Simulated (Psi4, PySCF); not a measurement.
Torsional profile of SMILES c1(ccsc1-c1sccc1C)C (C₁₀H₁₀S₂). Scanned: dihedral S5–C6–C7–S8; all other coordinates were relaxed at GFN2-xTB. Points at φ and −φ are mirror images. Heavy atoms are numbered in the order of the SMILES Cc1ccsc1-c1sccc1C, hydrogens after them in the order of the atoms that carry them; the mirror image has the same energies with the sign of each dihedral reversed.

- RKS-B3LYP/6-31G* = restricted B3LYP/6-31G*, spherical d, density fitting // GFN2-xTB run with PySCF
- PBE-D3(BJ)/def2-SVP // GFN2-xTB (Psi4)

Energies relative to the lowest point of each profile, in kcal/mol:

```tsv
φ / °	RKS-B3LYP/6-31G*
-150	2.1
-120	0.8
-90	0.5
-60	0.0
-30	2.1
0	10.2
30	2.1
60	0.0
90	0.5
120	0.8
150	2.1
180	2.9
```

### Question
Estimate the PBE-D3(BJ)/def2-SVP values at these points.

### Answer
-150: 0.4; -120: 0.5; -90: 1.1; -60: 0.0; -30: 1.3; 0: 8.4; 30: 1.3; 60: 0.0; 90: 1.1; 120: 0.5; 150: 0.4; 180: 0.3 (kcal/mol).
